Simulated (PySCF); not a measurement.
A PySCF script (with the pyscf-properties extension) for the NMR shieldings of SMILES FC(F)=C(F)[C@@H]([SiH3])C[SiH3], C₄H₉F₃Si₂, on a PBE0-D3(BJ)/def2-SVP geometry:

```python
import basis_set_exchange as bse
import numpy as np
from pyscf import gto, dft
from pyscf.prop import nmr

atoms = """
F     3.479671   -1.740175   -1.109327
C     2.543313   -1.260784   -0.330678
F     2.791612   -1.487996    0.940337
C     1.461225   -0.608225   -0.755703
F     1.310228   -0.437021   -2.076782
C     0.386987   -0.031173    0.091118
Si    0.352233    1.873148   -0.129109
C    -0.967723   -0.707169   -0.189119
Si   -2.444755   -0.140601    0.848347
H     0.675760   -0.193026    1.143260
H    -0.387201    2.484702    1.016107
H     1.756318    2.379072   -0.135196
H    -0.330618    2.244203   -1.403208
H    -1.234435   -0.579552   -1.252347
H    -0.868227   -1.796472   -0.033773
H    -2.107123   -0.202391    2.304411
H    -2.841793    1.260606    0.512233
H    -3.602119   -1.044258    0.573790
"""
names = dict.fromkeys(["F", "C", "Si", "H"], "pcSseg-1")
basis = {el: gto.basis.parse(bse.get_basis(n, elements=[el], fmt="nwchem")) for el, n in names.items()}
mol = gto.M(atom=atoms, basis=basis, charge=0, verbose=0)
mf = dft.RKS(mol, xc="PBE0")
mf.grids.level = 2
mf.grids.alignment = dft.numint.BLKSIZE   # the property module wants whole blocks of grid points
mf.conv_tol = 1e-9
mf.kernel()

calc = nmr.RKS(mf)   # GIAO
C = mf.mo_coeff
Co = C[:, mf.mo_occ > 0]
resp = mf.gen_response(singlet=True, hermi=2)
def vind(x):   # induced exchange potential for any number of trial vectors
    d = np.einsum("pi,xij,qj->xpq", C, 2 * x.reshape(-1, C.shape[1], Co.shape[1]), Co, optimize=True)
    return np.einsum("xpq,pi,qj->xij", resp(d - d.transpose(0, 2, 1)), C, Co, optimize=True).ravel()
mo1, _ = nmr.rhf.solve_mo1(calc, with_cphf=vind)
sigma = calc.kernel(mo1)
for i, s in enumerate(sigma):   # ppm
    w = np.linalg.eigvalsh((s + s.T) / 2)
    print("%2d %-2s iso %8.1f  s11 %8.1f  s22 %8.1f  s33 %8.1f" % (i, mol.atom_pure_symbol(i), w.mean(), *w))
```

Q: What does it print?

A: 
```
 0 F  iso    287.1  s11    270.0  s22    290.0  s33    301.3
 1 C  iso     24.8  s11    -33.9  s22     48.7  s33     59.5
 2 F  iso    301.6  s11    270.2  s22    296.7  s33    337.8
 3 C  iso     45.2  s11      9.4  s22     43.0  s33     83.2
 4 F  iso    369.7  s11    304.2  s22    369.7  s33    435.4
 5 C  iso    164.7  s11    152.4  s22    163.1  s33    178.6
 6 Si iso    409.5  s11    373.2  s22    400.2  s33    455.0
 7 C  iso    174.0  s11    157.9  s22    169.6  s33    194.5
 8 Si iso    418.0  s11    388.0  s22    404.7  s33    461.4
 9 H  iso     29.4  s11     25.3  s22     28.9  s33     34.0
10 H  iso     27.0  s11     23.2  s22     26.2  s33     31.7
11 H  iso     27.4  s11     23.8  s22     25.7  s33     32.6
12 H  iso     27.2  s11     24.5  s22     25.3  s33     31.7
13 H  iso     29.9  s11     25.0  s22     30.0  s33     34.8
14 H  iso     30.3  s11     24.7  s22     29.2  s33     36.9
15 H  iso     27.4  s11     24.1  s22     25.7  s33     32.3
16 H  iso     27.2  s11     23.4  s22     26.6  s33     31.6
17 H  iso     27.3  s11     23.8  s22     24.9  s33     33.2
```

These numbers come from an equivalent density-fitted implementation of the same equations, which agrees with the script to about 0.01 ppm for H and up to a few tenths of a ppm for heavy atoms, so last digits may differ.

Q: Turn these shieldings into chemical shifts. References, each an isolated molecule treated in the same way: CFCl3 for ¹⁹F (σ = 177.25 ppm); TMS for ¹³C (σ = 184.41 ppm) and ²⁹Si (σ = 351.99 ppm) and ¹H (σ = 31.27 ppm).

A: Averaging equivalent atoms: F 0: -109.9; F 2: -124.3; F 4: -192.5; C 1: 159.6; C 3: 139.2; C 5: 19.7; C 7: 10.4; Si 6: -57.5; Si 8: -66.0; H 10/11/12: 4.08; H 15/16/17: 3.97; H 9: 1.87; H 13: 1.34; H 14: 1.00 ppm. Unscaled 19F shifts against computed CFCl3 carry errors that often reach 10 to 50 ppm.

Size and cost of the density-fitted run: 212 basis functions, 66 s wall time on 1 thread of an Arm Neoverse N1, shared host; peak memory 0.92 GiB.
